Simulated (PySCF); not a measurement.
Two-dimensional NMR puzzle

Compound of formula C7H9N3Si. Correlations simulated from computed shifts and the bond graph:

HSQC (one-bond C–H):
| δH | δC |
| --- | --- |
| 8.46 | 125.8 |
| 8.01 | 120.2 |
| 7.88 | 134.4 |
| 4.45 | 34.6 |

COSY cross peaks (H two or three bonds apart, from the bond graph; peaks can be absent where the dihedral angle is near 90°):
| δH | δH |
| --- | --- |
| 8.46 | 7.88 |

HMBC (two and three bonds, from the bond graph):
| δH | δC |
| --- | --- |
| 8.46 | 152.5, 140.5, 134.4, 132.3 |
| 8.01 | 152.5, 140.5, 134.4, 132.3 |
| 7.88 | 152.5, 132.3, 125.8, 120.2 |
| 4.76 | 134.4, 132.3, 120.2 |
| 4.45 | 140.5 |

Carbons without hydrogens: δ 152.5, 140.5, 132.3.

PySCF 2.14 calculation with GIAO PBE0/pcSseg-1 shieldings and coordinates at the GFN2-xTB level; gas phase, non-relativistic, one averaged value for each set of equivalent atoms, one conformer.

Shifts are taken against calculated references (same method and geometry level): 1H (31.72 ppm), 13C (186.93 ppm) against TMS.

Exchangeable hydrogens are left out of these lists.

Task: Which molecule is this?

Result: SMILES Cn1nnc2ccc([SiH3])cc21.

Atoms are numbered as in `[CH3:1][n:2]1[n:3][n:4][c:5]2[cH:6][cH:7][c:8]([SiH3:9])[cH:10][c:11]12` (H(Xn): hydrogen on atom n).

- δC 152.5 is C5, a ring-fusion aromatic carbon.
- δC 140.5 is C11, a ring-fusion aromatic carbon.
- δC 134.4 is C7, an aromatic CH (δH 7.88).
- δC 132.3 is C8, a substituted aromatic carbon.
- δC 125.8 is C6, an aromatic CH (δH 8.46).
- δC 120.2 is C10, an aromatic CH (δH 8.01).
- δC 34.6 is C1, a methyl carbon bonded to N (δH 4.45).
- HMBC from δH 8.46 reaches the proton-free carbons C5, C11, C8.
- HMBC from δH 8.01 reaches the proton-free carbons C5, C11, C8.
- HMBC from δH 7.88 reaches the proton-free carbons C5, C8.
- HMBC from δH 4.76 reaches the proton-free carbon C8.
- COSY links 8.46–7.88.

This is the structure that produced the data.

Shifts are as computed. Against solution values, carbons near 30 ppm lie about +3 ppm off and those near 130 ppm about +5 ppm. Of 1211 compounds with measured shifts, 218 miss one by over three times the rms of a fit or turn the order of signals round; such compounds aren't used in these exercises.
